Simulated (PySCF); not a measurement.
Species: CH₄Si, charge -1, multiplicity 2. 
Geometry from a B3LYP-D3(BJ)/def2-TZVP (Ansatz) optimisation:
```xyz
6

C     -1.1698    -0.0280     0.3042
Si     0.5757     0.0109    -0.2256
H     -1.8002     0.8509     0.1566
H     -1.7394    -0.9557     0.2240
H      1.2889    -1.1166     0.5201
H      1.2099     1.2362     0.4322
```
Charge -1, spin multiplicity 2.

Dispersion corrections to the total energy (kcal/mol) from the dftd3 and dftd4 libraries through PySCF: D3(BJ) without and D4 with the three-body term, each with the damping fitted for the functional named.

```csv
functional,D3(BJ),D4
LC-wPBE,-1.95,-3.13
BLYP,-4.57,___
PBE0,-1.78,-2.33
r2SCAN,-0.53,-0.65
HF,-19.80,-10.95
PW6B95,___,-2.59
B2PLYP,___,-1.94
```

Task: Fill in the missing entries.

Result: 
- BLYP, D4: -6.40
- PW6B95, D3(BJ): -1.06
- B2PLYP, D3(BJ): -1.76
